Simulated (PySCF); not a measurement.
PySCF 2.14 output of an unrestricted PW91 calculation on a single atom or ion in dyall-av2z, with the non-relativistic Hamiltonian (point nucleus):

```
SCF conv_tol = 1e-09
number electrons alpha = 8  beta = 5
    J. P. Perdew. In P. Ziesche and H. Eschrig, editors, Proceedings of the 75. WE-Heraeus-Seminar and 21st Annual International Symposium on Electronic Structure of Solids, 11. Berlin, 1991. Akademie Verlag.
    J. P. Perdew, J. A. Chevary, S. H. Vosko, K. A. Jackson, M. R. Pederson, D. J. Singh, and C. Fiolhais.,  Phys. Rev. B 46, 6671 (1992)
    J. P. Perdew, J. A. Chevary, S. H. Vosko, K. A. Jackson, M. R. Pederson, D. J. Singh, and C. Fiolhais.,  Phys. Rev. B 48, 4978 (1993)
    J. P. Perdew. In P. Ziesche and H. Eschrig, editors, Proceedings of the 75. WE-Heraeus-Seminar and 21st Annual International Symposium on Electronic Structure of Solids, 11. Berlin, 1991. Akademie Verlag.
    J. P. Perdew, J. A. Chevary, S. H. Vosko, K. A. Jackson, M. R. Pederson, D. J. Singh, and C. Fiolhais.,  Phys. Rev. B 46, 6671 (1992)
    J. P. Perdew, J. A. Chevary, S. H. Vosko, K. A. Jackson, M. R. Pederson, D. J. Singh, and C. Fiolhais.,  Phys. Rev. B 48, 4978 (1993)
cycle= 1 E= -288.524899794131  delta_E= -0.00996  |g|= 0.0127  |ddm|= 0.148
cycle= 2 E= -288.524938880547  delta_E= -3.91e-05  |g|= 0.00393  |ddm|= 0.0233
cycle= 3 E= -288.524940583124  delta_E= -1.7e-06  |g|= 0.000911  |ddm|= 0.00218
cycle= 4 E= -288.52494065675  delta_E= -7.36e-08  |g|= 6.09e-05  |ddm|= 0.000396
cycle= 5 E= -288.524940658696  delta_E= -1.95e-09  |g|= 1.25e-05  |ddm|= 0.000162
cycle= 6 E= -288.524940658744  delta_E= -4.85e-11  |g|= 4.62e-07  |ddm|= 1.71e-05
converged SCF energy = -288.524940658744  <S^2> = 3.7500165  2S+1 = 4.0000083
```

The run itself started from symmetry-adapted Hartree-Fock orbitals and held the occupation by maximum overlap, on a logarithmic radial grid, so the iterations belong to that start.

Problem. Which element, charge and spin multiplicity is this?

Solution. Si⁺ (silicon, charge +1), multiplicity 4; the state was [Ne] 3s1 3p1 3d1, one real determinant (an excited configuration).

⟨L²⟩ = 8.00 against 12 for a pure F term, so this real determinant mixes terms. The outer electron is Rydberg-like, and this basis confines it to a smaller radius and binds it less than a complete one would.
